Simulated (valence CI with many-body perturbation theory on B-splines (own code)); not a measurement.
Results of a calculation; reference values are marked as such.
Energy levels of Tb42+

Level of theory: valence CI with perturbative core correlation (CI+MBPT): five valence electrons over a frozen Dirac-Fock core [Ar], radial functions for each j: 7 s, 7 p, 8 d, 6 f, 4 g, 1 h, with the one-electron correlation potential Σ1, the two-electron term Σ2, the three-electron term Σ3, Breit, model QED; selected CI, second order for the rest, scaled by the run's own slope (own B-spline code, finite nucleus).

No measured spectrum was set against this ion. As an estimate, large intervals hold to a few tenths of a per cent, small ones and those within an open d or f shell to about a per cent. Among the levels kept, up to 550 cm⁻¹ of a level comes from second order outside the variational space, and about a tenth of that is noise between levels of different J, which matters for small intervals. Only levels of the ground parity were solved; by the run's estimate the other parity begins above the list, which can be wrong where configurations are misplaced.

Levels 1 to 31 of 31, with energies above the lowest level, (3d3/2^4 3d5/2) J=5/2. "Leading %" is the weight of the configuration and term that name the level; weights of strongly mixed levels are sums over their largest components and can fall short, so below about 35 % the name and the second component can differ from the true leading terms, or belong to a minority configuration. In the jj column 3d3/2^4 stands for four electrons in 3d with j = 3/2.

```tsv
No.	Configuration	Term	J	E (eV)	Leading %	g	Second component	Leading jj
1	3d5	4P	5/2	0.00	29	1.377	21 % 3d5 2D	3d3/2^4 3d5/2 (91 %)
2	3d5	6S	5/2	27.76	39	1.326	23 % 3d5 2F	3d3/2^3 3d5/2^2 (85 %)
3	3d5	4G	7/2	38.11	36	1.153	24 % 3d5 2F	3d3/2^3 3d5/2^2 (99 %)
4	3d5	4D	3/2	39.31	40	1.199	32 % 3d5 4P	3d3/2^3 3d5/2^2 (98 %)
5	3d5	2H	11/2	39.47	41	1.116	38 % 3d5 4G	3d3/2^3 3d5/2^2 (98 %)
6	3d5	4G	9/2	43.51	35	1.139	26 % 3d5 2G	3d3/2^3 3d5/2^2 (94 %)
7	3d5	4D	5/2	45.95	33	1.142	25 % 3d5 2D	3d3/2^3 3d5/2^2 (89 %)
8	3d5	4P	1/2	47.85	49	1.843	24 % 3d5 2S	3d3/2^3 3d5/2^2 (85 %)
9	3d5	2F	7/2	50.43	38	1.091	29 % 3d5 2G	3d3/2^3 3d5/2^2 (96 %)
10	3d5	2D	3/2	62.07	57	0.793	22 % 3d5 4F	3d3/2^3 3d5/2^2 (80 %)
11	3d5	2D	5/2	65.41	30	1.261	27 % 3d5 6S	3d3/2^2 3d5/2^3 (84 %)
12	3d5	4D	7/2	71.91	52	1.211	40 % 3d5 4G	3d3/2^2 3d5/2^3 (98 %)
13	3d5	2I	11/2	72.65	52	1.081	46 % 3d5 4G	3d3/2^2 3d5/2^3 (98 %)
14	3d5	4G	9/2	74.40	57	1.142	38 % 3d5 2G	3d3/2^2 3d5/2^3 (94 %)
15	3d5	2I	13/2	77.07	100	1.069		3d3/2^2 3d5/2^3 (100 %)
16	3d5	4D	1/2	77.35	77	0.517	13 % 3d5 2S	3d3/2^2 3d5/2^3 (96 %)
17	3d5	4P	3/2	78.53	52	1.178	33 % 3d5 4F	3d3/2^2 3d5/2^3 (95 %)
18	3d5	2F	5/2	79.96	42	1.019	29 % 3d5 4D	3d3/2^2 3d5/2^3 (94 %)
19	3d5	2H	9/2	84.47	53	1.100	47 % 3d5 4F	3d3/2^2 3d5/2^3 (100 %)
20	3d5	2G	7/2	86.54	61	0.983	35 % 3d5 2F	3d3/2^2 3d5/2^3 (99 %)
21	3d5	4F	5/2	88.02	62	1.042	25 % 3d5 2D	3d3/2^2 3d5/2^3 (97 %)
22	3d5	2D	3/2	89.56	87	0.831	7 % 3d5 4D	3d3/2^2 3d5/2^3 (79 %)
23	3d5	2G	7/2	93.49	44	1.039	38 % 3d5 2F	3d3/2^2 3d5/2^3 (92 %)
24	3d5	4P	1/2	93.68	36	1.798	32 % 3d5 2P	3d3/2^2 3d5/2^3 (75 %)
25	3d5	2G	9/2	100.65	74	1.105	13 % 3d5 2H	3d3/2^2 3d5/2^3 (93 %)
26	3d5	4P	5/2	108.68	34	1.249	22 % 3d5 2F	3d3/2 3d5/2^4 (88 %)
27	3d5	2P	3/2	114.11	72	1.176	27 % 3d5 2D	3d3/2^2 3d5/2^3 (94 %)
28	3d5	2D	5/2	115.76	68	1.133	21 % 3d5 2F	3d3/2^2 3d5/2^3 (76 %)
29	3d5	4F	7/2	116.43	30	1.185	28 % 3d5 2F	3d3/2 3d5/2^4 (98 %)
30	3d5	2H	11/2	118.05	57	1.065	27 % 3d5 2I	3d3/2 3d5/2^4 (99 %)
31	3d5	2D	3/2	119.53	31	0.954	28 % 3d5 4D	3d3/2 3d5/2^4 (94 %)
```

The ionisation energy to 3d4 3P_0 of the next ion comes out as 3300.9 eV (NIST: 3300 ± 4 eV (theoretical)). All 31 levels together are meant to be complete up to 124.32 eV.
